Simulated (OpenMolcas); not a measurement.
Re4+ (d3) among equal point charges was computed by CASSCF with the d shell active (OpenMolcas, ANO-RCC-VDZP on the metal). Its lowest spin-free states, and all those of the highest spin:

| 2S+1 | Degeneracy | E (cm-1) |
| --- | --- | --- |
| 4 | 3 | 0.0 |
| 4 | 3 | 1705 |
| 4 | 1 | 3756 |
| 2 | 2 | 13169 |
| 4 | 3 | 13693 |
| 2 | 3 | 14062 |
| 2 | 3 | 14280 |
| 2 | 1 | 15084 |
| 2 | 3 | 17870 |
| 2 | 3 | 18616 |
| 2 | 3 | 18646 |
| 2 | 2 | 19264 |

Q: Is the site octahedral, tetrahedral or cube-like, axial, or of lower symmetry?

A: The states with 2S+1 = 4 have orbital degeneracies 3, 3, 1, 3. Threefold states need a cubic site. For d3 at this spin an octahedron puts the single A2 below the threefold T2 and a tetrahedron or cube puts the threefold T1 below the threefold T2, so the site is a tetrahedron or a cube, which this pattern cannot tell apart. The run had Re4+ among 4 point charges of -2 e arranged as a tetrahedron (Td), 2.43 Å from the ion.

Spin-orbit coupling mixes the spin-free states strongly: the lowest level takes only 49 % from its leading state, 4T1. Without dynamic correlation the repulsion within the d shell is too large (B by tens of per cent), so at a given field states of lower spin stand too high. Point charges give a weaker field than real ligands, and real ions of this kind are as a rule low spin; the high spin found here belongs to the model. The ground term spreads over less than 5000 cm-1, several times less than with real ligands, so orbital moments are less quenched and χT lies further from the spin-only value than at real sites. This is an electrostatic model: the charges have no orbitals. No measured value stands beside these numbers.
